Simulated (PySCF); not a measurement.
Molfile (atoms numbered from 1):
```
C4H9FOSi
     RDKit          3D

 16 16  0  0  0  0  0  0  0  0999 V2000
   -0.8620    0.7934   -1.8681 F   0  0  0  0  0  0  0  0  0  0  0  0
   -0.9500    1.1345   -0.5217 C   0  0  1  0  0  0  0  0  0  0  0  0
   -1.5325   -0.0543    0.2309 C   0  0  0  0  0  0  0  0  0  0  0  0
   -0.2709   -1.4804    0.2657 Si  0  0  0  0  0  4  0  0  0  0  0  0
    1.3341   -0.5269    0.6299 C   0  0  0  0  0  0  0  0  0  0  0  0
    1.3790    0.7167   -0.2550 C   0  0  0  0  0  0  0  0  0  0  0  0
    0.2692    1.5910   -0.0793 O   0  0  0  0  0  0  0  0  0  0  0  0
   -1.6202    2.0072   -0.4839 H   0  0  0  0  0  0  0  0  0  0  0  0
   -2.4682   -0.3303   -0.2516 H   0  0  0  0  0  0  0  0  0  0  0  0
   -1.7681    0.2829    1.2395 H   0  0  0  0  0  0  0  0  0  0  0  0
   -0.6046   -2.4242    1.3347 H   0  0  0  0  0  0  0  0  0  0  0  0
   -0.2012   -2.1338   -1.0434 H   0  0  0  0  0  0  0  0  0  0  0  0
    1.3700   -0.2160    1.6749 H   0  0  0  0  0  0  0  0  0  0  0  0
    2.2278   -1.1183    0.4377 H   0  0  0  0  0  0  0  0  0  0  0  0
    2.2417    1.3425   -0.0118 H   0  0  0  0  0  0  0  0  0  0  0  0
    1.4482    0.4250   -1.3099 H   0  0  0  0  0  0  0  0  0  0  0  0
  1  2  1  0
  2  3  1  0
  3  4  1  0
  4  5  1  0
  5  6  1  0
  6  7  1  0
  7  2  1  0
  2  8  1  6
  3  9  1  0
  3 10  1  0
  4 11  1  0
  4 12  1  0
  5 13  1  0
  5 14  1  0
  6 15  1  0
  6 16  1  0
M  END
```

Geometry: GFN2-xTB; GIAO shifts from PySCF 2.14.0 with density-fitted response routines, gas phase, non-relativistic, averaged over equivalent atoms.

At PBE0/pcSseg-1 (171 basis functions, 26 s wall time on 1 thread of an Arm Neoverse V1, shared host):
```
atoms  δ (ppm)
   F1   -150.1
   C2    112.1
   C6     61.3
   C3     16.5
   C5      9.9
  Si4    -56.9
   O7     94.5
   H8     6.26
  H12     4.45
  H16     4.44
  H15     4.20
  H11     4.17
  H13     1.19
   H9     1.14
  H10     0.99
  H14     0.57
```

Scale: 19F (σref 170.95) vs CFCl3; 13C (σref 186.93) and 29Si (σref 349.16) and 1H (σref 31.72) vs TMS; H2O for 17O (σref 336.08) (reference shieldings calculated alike).

**Question.** Predict the values at PBE0/Sadlej pVTZ on the same geometry.

**Answer.** 
```json
{"atoms": "F1", "δ at PBE0/Sadlej pVTZ": "-151.6", "change": "-1.5"}
{"atoms": "C2", "δ at PBE0/Sadlej pVTZ": "115.2", "change": "+3.1"}
{"atoms": "C6", "δ at PBE0/Sadlej pVTZ": "62.0", "change": "+0.7"}
{"atoms": "C3", "δ at PBE0/Sadlej pVTZ": "15.3", "change": "-1.2"}
{"atoms": "C5", "δ at PBE0/Sadlej pVTZ": "8.6", "change": "-1.3"}
{"atoms": "Si4", "δ at PBE0/Sadlej pVTZ": "-61.7", "change": "-4.8"}
{"atoms": "O7", "δ at PBE0/Sadlej pVTZ": "92.8", "change": "-1.7"}
{"atoms": "H8", "δ at PBE0/Sadlej pVTZ": "6.76", "change": "+0.50"}
{"atoms": "H12", "δ at PBE0/Sadlej pVTZ": "4.73", "change": "+0.28"}
{"atoms": "H16", "δ at PBE0/Sadlej pVTZ": "4.77", "change": "+0.33"}
{"atoms": "H15", "δ at PBE0/Sadlej pVTZ": "4.51", "change": "+0.31"}
{"atoms": "H11", "δ at PBE0/Sadlej pVTZ": "4.49", "change": "+0.32"}
{"atoms": "H13", "δ at PBE0/Sadlej pVTZ": "1.36", "change": "+0.17"}
{"atoms": "H9", "δ at PBE0/Sadlej pVTZ": "1.43", "change": "+0.29"}
{"atoms": "H10", "δ at PBE0/Sadlej pVTZ": "1.23", "change": "+0.24"}
{"atoms": "H14", "δ at PBE0/Sadlej pVTZ": "0.89", "change": "+0.32"}
```

δ = σ(ref) − σ, references computed at the same level: CFCl3 for 19F (σ = 175.20 ppm); TMS for 13C (σ = 197.36 ppm) and 29Si (σ = 352.25 ppm) and 1H (σ = 32.08 ppm); H2O for 17O (σ = 337.59 ppm).

The largest change is at Si4 (silicon bonded to 2 C, 2 H, in a 6-membered ring). Cost: 257 basis functions, 42 s wall time on 1 thread of an Arm Neoverse V1, shared host. The order of the carbon signals is the same at both levels.

Unscaled 19F shifts against computed CFCl3 carry errors that often reach 10 to 50 ppm. Experimental scales use liquid or dissolved standards, which lie at an offset from isolated H2O (liquid H2O: subtract about 36 ppm).
